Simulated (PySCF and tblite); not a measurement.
The numbers below are computed, except where a source is named.
C6H9FO, numbered as in [O:1]=[C:2]1[CH2:3][CH2:4][CH2:5][CH2:6][C@@H:7]1[F:8].

Conformers came from 90 starts (ETKDG and KDG, MMFF94s, GFN2-xTB); geometries are PBE0-D3(BJ)/def2-SVP. Weights use PBE0-D3(BJ)/def2-TZVP energies plus GFN2-xTB zero-point and thermal terms (modes under about 100 cm⁻¹ blended into free rotors). Symmetry numbers and mirror images are counted. Conformers within 4 kcal/mol (GFN2-xTB free energy) were kept, 5 at most. GIAO shieldings: PBE0/pcSseg-1. Shifts are against TMS (¹H), TMS (¹³C), CFCl3 (¹⁹F) at the same level; of two unlike H on one atom, a is the less shielded. Run with PySCF (density fitting) and tblite.

The 6-ring runs over atoms 2–3–4–5–6–7.

| conformer | shape | symmetry | E(GFN2) kcal/mol | E(DFT) kcal/mol |
| --- | --- | --- | --- | --- |
| 1 | 6-ring chair (all substituents equatorial) | C1 | 1.45 | 0.00 |
| 2 | 6-ring chair (F8 axial) | C1 | 0.00 | 0.01 |
| 3 | 6-ring twist-boat (ring torsions -33, 63, -28, -33, 64, -28°) | C1 | 2.82 | 3.90 |
| 4 | 6-ring between boat and twist-boat (ring torsions 56, -39, -18, 61, -45, -12°) | C1 | 4.47 | 4.33 |

Task: How much do the weights at 298.15 K and the averaged shift of H6a depend on how the conformers are weighted?

Result: 
```tsv
weighting	1 (%)	2 (%)	3 (%)	4 (%)	δ (ppm)	rms dipole (D)
DFT energy with thermal terms, symmetry and mirror images (full scheme)	57	43	0	0	1.93	3.91
DFT energy with symmetry and mirror images	50	50	0	0	1.87	3.80
bare DFT energy	50	50	0	0	1.87	3.80
GFN2-xTB energy with symmetry and mirror images	8	91	1	0	1.53	3.06
GFN2-xTB free energy	10	89	1	0	1.55	3.10
leading conformer alone	100	0	0	0	2.27	4.51
equal weights	25	25	25	25	1.95	3.76
full scheme, search stopped after three starts	57	43	0	0	1.93	3.90
```

The largest departure from the full scheme, 0.40 ppm, comes with: GFN2-xTB energy with symmetry and mirror images.
